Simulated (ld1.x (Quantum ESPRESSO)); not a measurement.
# Reading a pseudo-wave (B (Z = 5))

Columns: radius, all-electron u(r) and pseudo u(r) of the 2p shell (level -3.61 eV) of boron in the configuration [He] 2s2 2p1; PBE, scalar-relativistic, TM semilocal scheme, ld1.x (Quantum ESPRESSO) 7.5.

```json
{"r (bohr)": "0.168", "all-electron": "0.0657", "pseudo": "0.0209"}
{"r (bohr)": "0.335", "all-electron": "0.1849", "pseudo": "0.0804"}
{"r (bohr)": "0.503", "all-electron": "0.3049", "pseudo": "0.1712"}
{"r (bohr)": "0.670", "all-electron": "0.4064", "pseudo": "0.2804"}
{"r (bohr)": "0.838", "all-electron": "0.4870", "pseudo": "0.3950"}
{"r (bohr)": "1.005", "all-electron": "0.5481", "pseudo": "0.4997"}
{"r (bohr)": "1.172", "all-electron": "0.5903", "pseudo": "0.5843"}
{"r (bohr)": "1.340", "all-electron": "0.6155", "pseudo": "0.6424"}
{"r (bohr)": "1.508", "all-electron": "0.6263", "pseudo": "0.6722"}
{"r (bohr)": "1.675", "all-electron": "0.6256", "pseudo": "0.6770"}
{"r (bohr)": "1.842", "all-electron": "0.6160", "pseudo": "0.6627"}
{"r (bohr)": "2.010", "all-electron": "0.5997", "pseudo": "0.6360"}
{"r (bohr)": "2.178", "all-electron": "0.5785", "pseudo": "0.6031"}
{"r (bohr)": "2.345", "all-electron": "0.5543", "pseudo": "0.5685"}
{"r (bohr)": "2.512", "all-electron": "0.5279", "pseudo": "0.5348"}
{"r (bohr)": "2.680", "all-electron": "0.5003", "pseudo": "0.5028"}
{"r (bohr)": "2.848", "all-electron": "0.4722", "pseudo": "0.4728"}
{"r (bohr)": "3.015", "all-electron": "0.4445", "pseudo": "0.4445"}
{"r (bohr)": "3.182", "all-electron": "0.4173", "pseudo": "0.4173"}
{"r (bohr)": "3.350", "all-electron": "0.3907", "pseudo": "0.3907"}
{"r (bohr)": "3.518", "all-electron": "0.3652", "pseudo": "0.3652"}
{"r (bohr)": "3.685", "all-electron": "0.3410", "pseudo": "0.3410"}
{"r (bohr)": "3.852", "all-electron": "0.3179", "pseudo": "0.3179"}
{"r (bohr)": "4.020", "all-electron": "0.2960", "pseudo": "0.2960"}
{"r (bohr)": "4.188", "all-electron": "0.2752", "pseudo": "0.2752"}
{"r (bohr)": "4.355", "all-electron": "0.2559", "pseudo": "0.2559"}
```

**Question.** How many radial nodes do the two functions have?

**Answer.** The all-electron 2p function has n − l − 1 = 0; the pseudo-wave has 0.

**Question.** At about which radius was the pseudo-wave matched?

**Answer.** 3.25 bohr. The columns agree to 0.0005 from 3.02 bohr on; several derivatives are matched, so the curves merge somewhat inside the radius.

**Question.** Is the pseudo-wave norm-conserving?

**Answer.** Yes: the TM semilocal scheme keeps the norm inside the radius equal to the all-electron one, which fixes the energy derivative of the logarithmic derivative at the level.
